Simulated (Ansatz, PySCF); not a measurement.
Spin states of Cl2W (SMILES [Cl][W][Cl]), each relaxed with B3LYP-D3(BJ)/def2-TZVP.
State 1 (charge 0, multiplicity 5):
```xyz
3

W      0.48332     0.11060     0.02504
Cl    -0.41163     1.52639    -1.53034
Cl    -0.10486    -1.58962     1.43498
```
State 2 (charge 0, multiplicity 1):
```tsv
atom	x (Å)	y (Å)	z (Å)
W	-0.0053	0.0169	-0.0229
Cl	-0.1719	1.6220	-1.5527
Cl	0.1440	-1.5915	1.5053
```

Singlets are restricted, other states unrestricted; no spin–orbit coupling, no relativity up to Kr; see below for the cores. The largest T1 diagnostic is 0.023.

The values were computed with Ansatz (Gaussian orbitals); PySCF for the dispersion terms.  In def2 rows elements past Kr take small-core potentials, without spin–orbit coupling.

```
level                    energy of the multiplicity-1 state less that of the multiplicity-5 state (kcal/mol)
-----------------------  -----------------------------------------------------------------------------------
PBE/def2-TZVPP                                                                                         29.30
r2SCAN-D4/def2-TZVPP                                                                                   39.74
r2SCANh/def2-TZVPP                                                                                     41.09
PBE0/def2-TZVPP                                                                                        34.75
PBE0-D3(BJ)/def2-TZVPP                                                                                 34.77
PBE0-D4/def2-TZVPP                                                                                     34.78
CAM-B3LYP/def2-TZVPP                                                                                   23.37
CAM-B3LYP-D4/def2-TZVPP                                                                                23.41
wB97M-V/def2-TZVPP                                                                                (withheld)
```

Problem. What belongs in the gaps?

Solution. 
- wB97M-V/def2-TZVPP, energy of the multiplicity-1 state less that of the multiplicity-5 state (kcal/mol): 22.81

Ansatz is an electronic-structure program.
